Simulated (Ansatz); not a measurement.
Program: Ansatz. Geometries: PBE0-D4/def2-TZVP. ΔE: electronic, gas phase. CCSD(T)/CBS is the MP2 limit (def2-TZVPP, def2-QZVPP) plus CCSD(T) − MP2 in def2-TZVPP, frozen cores. Functionals use def2-TZVPP. For Mg, Sc outer-core shells are correlated without core-valence functions, which leaves a few kJ/mol of doubt a bond. Scalar relativity is left out up to krypton. One conformer a species, not always the lowest.

Reaction (redistribution): `[SiH3][O][Sc]([Cl])[Cl]` + `[OH][Mg][O][SiH3]` → `[OH][Sc]([Cl])[Cl]` + `[SiH3][O][Mg][O][SiH3]`

(1) Is it downhill or uphill in electronic energy at CCSD(T)/CBS, and by how much? (Estimate.)

(2) What do these levels give: LDA (SPW92), BLYP-D4, B97M-V, PBE, MP2/def2-TZVPP, CCSD(T)/def2-TZVPP? (Estimate.)

Largest T1 diagnostic among the species: 0.015.

Results:

(1) The calculation gave: Downhill: ΔE = -0.15 eV.

(2) The calculation gave: LDA (SPW92) -0.15, BLYP-D4 -0.11, B97M-V -0.16, PBE -0.14, MP2/def2-TZVPP -0.13, CCSD(T)/def2-TZVPP -0.14 eV.

At CCSD(T), def2-SVP lies +0.04 eV from the extrapolated value and def2-TZVPP +0.01 eV. Leaving LDA and LC-ωPBE aside and taking each functional with its dispersion term where it has one, the values spread over 0.05 eV, from B97M-V to BLYP-D4.
